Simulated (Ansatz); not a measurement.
Species: P$_{2}$H, charge 1, multiplicity 1. It need not be the lowest isomer of its formula. 
Geometry from a B3LYP-D3(BJ)/def2-TZVP (Ansatz, a quantum-chemistry and plane-wave program) optimisation:
SMILES: P#[PH+]
```xyz
3

P      0.0000     0.0000    -1.0117
P      0.0000     0.0000     0.8600
H      0.0000     0.0000     2.2752
```
Charge +1, spin multiplicity 1.

Basis-set convergence of Hartree-Fock and MP2 correlation energies (hartree) with Ansatz. Correlated levels leave the core frozen unless marked. No spin-orbit coupling. Non-relativistic.

The Hartree-Fock reference is unstable (checked in the largest basis), which strains HF and MP2. 

```tsv
basis	functions	E(HF)	E(corr, MP2)
cc-pV(D+d)Z	51	-681.70479	-0.23193
cc-pV(T+d)Z	92	-681.72851	-0.28007
cc-pV(Q+d)Z	158	-681.73429	-0.29894
cc-pV(5+d)Z	255	-681.73531	-0.30753
```

Extrapolating the two largest sets (X = 4 and 5) as X^-3: E(corr) = (125·(-0.30753) - 64·(-0.29894))/61 = -0.3165 Eh, an estimate of the basis-set limit. The largest set recovers 97.2 % of it, the smallest 73.3 %.
